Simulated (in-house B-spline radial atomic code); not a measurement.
## In IX (In8+): [Ar] 3d10 4s2 4p5 4d5 8g1 (an excited or competing configuration)

Computed with a radial B-spline atomic code at the basis-set limit: Dirac-Hartree-Fock, average of configuration, Fermi nucleus of rms radius 4.6156 fm.

Z_r = [3n² - l(l+1)]/(2<r>); Z_e = n√(-2ε); the last column is Slater's effective charge. Values are occupation-weighted means over j. An effective charge above Z reflects the relativistic contraction of the inner shells.

```json
{"shell": "1s", "electrons": "2", "ε (eV)": "-28275", "<r> (bohr)": "0.02971", "Z_r": "50.50", "Z_e": "45.59", "Slater": "48.70"}
{"shell": "2s", "electrons": "2", "ε (eV)": "-4468.9", "<r> (bohr)": "0.1279", "Z_r": "46.91", "Z_e": "36.25", "Slater": "44.85"}
{"shell": "2p", "electrons": "6", "ε (eV)": "-4025.6", "<r> (bohr)": "0.112", "Z_r": "44.64", "Z_e": "34.40", "Slater": "44.85"}
{"shell": "3s", "electrons": "2", "ε (eV)": "-1021.7", "<r> (bohr)": "0.3458", "Z_r": "39.04", "Z_e": "26.00", "Slater": "37.75"}
{"shell": "3p", "electrons": "6", "ε (eV)": "-872.18", "<r> (bohr)": "0.3448", "Z_r": "36.25", "Z_e": "24.02", "Slater": "37.75"}
{"shell": "3d", "electrons": "10", "ε (eV)": "-639.13", "<r> (bohr)": "0.3224", "Z_r": "32.57", "Z_e": "20.56", "Slater": "27.85"}
{"shell": "4s", "electrons": "2", "ε (eV)": "-294.83", "<r> (bohr)": "0.8156", "Z_r": "29.43", "Z_e": "18.62", "Slater": "21.60"}
{"shell": "4p", "electrons": "5", "ε (eV)": "-246.24", "<r> (bohr)": "0.8635", "Z_r": "26.63", "Z_e": "17.02", "Slater": "21.60"}
{"shell": "4d", "electrons": "5", "ε (eV)": "-173.59", "<r> (bohr)": "0.9657", "Z_r": "21.75", "Z_e": "14.29", "Slater": "12.60"}
{"shell": "8g", "electrons": "1", "ε (eV)": "-17.427", "<r> (bohr)": "9.395", "Z_r": "9.15", "Z_e": "9.05", "Slater": "-"}
```

The least bound orbital is 8g7/2 at -17.43 eV, and it is also the most diffuse (<r> = 9.395 bohr).

Spin-orbit splittings of the orbital energies (j = l + 1/2 above j = l - 1/2 when positive): 2p 211.9 eV, 3p 39.6 eV, 3d 7.999 eV, 4p 7.864 eV, 4d 1.263 eV, 8g -0.0005514 eV.

For the 1s electron the small component carries 3.23 % of the norm, the zero-frequency Breit interaction raises the level by 63.48 eV, self-energy by 35.79 eV, and vacuum polarisation lowers it by 4.637 eV.
